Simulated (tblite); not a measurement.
Compound: C5H10BrFGe.
Numbering: `[F:1][C@H:2]1[CH2:3][CH2:4][Ge@@H:5]([Br:6])[CH2:7][CH2:8]1` (hydrogens: H9 on C2; H10, H11 on C3; H12, H13 on C4; H14 on Ge5; H15, H16 on C7; H17, H18 on C8)

Computed with GFN2-xTB (tblite), gas phase: L-BFGS steps from a force-field or distance-geometry start until the largest atomic force falls under 0.01 eV/Å.

Geometry at step 3:
```
atom  x, y, z in Å
F1     -0.6332   -2.2065   -1.5412
C2     -0.3164   -1.3113   -0.5280
C3      1.0659   -0.7276   -0.8296
C4      1.6438    0.0467    0.3508
Ge5     0.4069    1.4928    0.8879
Br6     0.4577    3.1593   -0.6946
C7     -1.3509    0.5907    0.8181
C8     -1.4447   -0.2742   -0.4369
H9     -0.2829   -1.9182    0.3862
H10     1.7495   -1.5433   -1.0749
H11     0.9948   -0.0812   -1.7062
H12     1.7761   -0.6110    1.2042
H13     2.6063    0.4791    0.0932
H14     0.7258    2.0335    2.2727
H15    -1.4438   -0.0244    1.7100
H16    -2.1400    1.3345    0.8333
H17    -2.4052   -0.7881   -0.4268
H18    -1.4182    0.3553   -1.3298
```

Task: Give the atomic forces at this geometry.

Result: 
```csv
atom,Fx (eV/Å),Fy (eV/Å),Fz (eV/Å)
F1,0.013,0.134,0.077
C2,-0.091,0.050,-0.050
C3,0.018,0.028,0.116
C4,-0.098,0.243,-0.092
Ge5,-0.044,-0.229,0.017
Br6,0.026,-0.010,0.153
C7,0.178,0.090,-0.088
C8,0.145,0.052,0.084
H9,0.009,0.005,0.081
H10,-0.083,-0.103,-0.091
H11,-0.037,0.037,-0.072
H12,0.106,-0.104,0.082
H13,0.245,-0.192,-0.094
H14,0.046,0.277,0.000
H15,-0.089,-0.053,0.061
H16,-0.335,-0.046,-0.030
H17,-0.041,-0.184,-0.104
H18,0.030,0.005,-0.049
```

The largest, 0.34 eV/Å, acts on H16; the rms over all components is 0.115 eV/Å. The forces sum to zero within rounding, as they must for an isolated molecule in no field.

Task: Give the force on H16 in Eh/bohr and in nN.

Result: 0.339 eV/Å ÷ 51.422 = 0.00660 Eh/bohr, and 0.339 eV/Å × 1.602 = 0.54 nN.

Task: How far is this geometry from the end of the optimisation?

Result: 0.063 eV above it, and 0.075 Å rms away after alignment. The bonds farthest from their final lengths, with half the difference of the two atoms' forces along the bond (positive lengthens):

| bond | now (Å) | final (Å) | force along bond (eV/Å) |
| --- | --- | --- | --- |
| Ge5–C7 | 1.977 | 1.990 | -0.17 |
| C4–Ge5 | 1.977 | 1.990 | -0.17 |
| Ge5–H14 | 1.520 | 1.529 | +0.09 |
| C2–C8 | 1.535 | 1.528 | -0.08 |
| C7–H16 | 1.085 | 1.091 | +0.14 |
| C4–H12 | 1.086 | 1.091 | +0.19 |

The angle farthest from its final value is Br6–Ge5–H14, 111.4° against 104.4°.

Of the 2 listed bonds off by 0.010 Å or more, this force points towards the final length in 0.

What follows is the cost of the whole relaxation. The run took 0.51 s on one thread, Arm Neoverse V1 (aarch64), no GPU, shared host with 32 logical CPUs at a one-minute load of 9.6.
